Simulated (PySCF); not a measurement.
Be(Cl)(SH) (BeClHS), SMILES [SH][Be][Cl].

Coordinates come from a r2SCAN-D4/def2-TZVP optimisation. Other conformers were not sampled.

Computed with PySCF with CAM-B3LYP/def2-TZVPD.

Symmetry labels are those of the subgroup Cs that the program uses (full group Cs).

### Question
List the valence orbital energies around the gap with their symmetry. (The exact figures need the calculation; the answer reports its results.)

### Answer

```json
[
 {"orbital": "HOMO−7", "symmetry": "A'", "energy (eV)": "-24.61"},
 {"orbital": "HOMO−6", "symmetry": "A'", "energy (eV)": "-22.11"},
 {"orbital": "HOMO−5", "symmetry": "A'", "energy (eV)": "-13.25"},
 {"orbital": "HOMO−4", "symmetry": "A'", "energy (eV)": "-12.88"},
 {"orbital": "HOMO−3", "symmetry": "A\"", "energy (eV)": "-11.18"},
 {"orbital": "HOMO−2", "symmetry": "A'", "energy (eV)": "-11.16"},
 {"orbital": "HOMO−1", "symmetry": "A'", "energy (eV)": "-10.93"},
 {"orbital": "HOMO", "symmetry": "A\"", "energy (eV)": "-9.25"},
 {"orbital": "LUMO", "symmetry": "A'", "energy (eV)": "-0.08"},
 {"orbital": "LUMO+1", "symmetry": "A'", "energy (eV)": "0.29"},
 {"orbital": "LUMO+2", "symmetry": "A\"", "energy (eV)": "0.80"},
 {"orbital": "LUMO+3", "symmetry": "A'", "energy (eV)": "0.91"}
]
```
